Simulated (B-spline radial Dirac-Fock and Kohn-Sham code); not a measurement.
## Dipole and non-dipole photoemission parameters of Te 3p3/2

System: neutral tellurium, configuration [Kr] 4d10 5s2 5p4; threshold 820.8 eV (tabulated edge). The computed values come from a B-spline atomic structure program: Dirac-Hartree-Slater photoionisation with a Latter tail; cross sections with all multipoles, angular parameters from the dipole term and its interference with E2.

For linearly polarised light dσ/dΩ = σ/(4π) [1 + β P₂(cos θ) + (δ + γ cos²θ) sin θ cos φ], with θ from the polarisation vector and φ the angle between the beam and the projection of the electron momentum on the plane normal to the polarisation.

```
hν (eV)  σ (kb)       β       γ       δ
    831     304  -0.072  -0.185  -0.029
   2480    54.5   1.646   0.010   0.006
 2984.4    36.9   1.648   0.104   0.008
   3310    29.4   1.643   0.176   0.010
   3610    24.2   1.635   0.245   0.012
   4870    11.9   1.589   0.526   0.020
   5060    10.9   1.582   0.566   0.021
   5800    7.74   1.552   0.717   0.027
   6000    7.10   1.544   0.756   0.028
   6380    6.06   1.528   0.827   0.032
   7450    4.04   1.485   1.012   0.041
   8020    3.31   1.463   1.102   0.046
 9251.7    2.25   1.416   1.277   0.058
  12000    1.08   1.321   1.599   0.085
  12700       ?       ?       ?       ?
  13100   0.837   1.286   1.706   0.097
  15000   0.562   1.229   1.867   0.117
```

Q: Give the values at 12700 eV.

A: σ = 0.916 kb, β = 1.298, γ = 1.668, δ = 0.093.
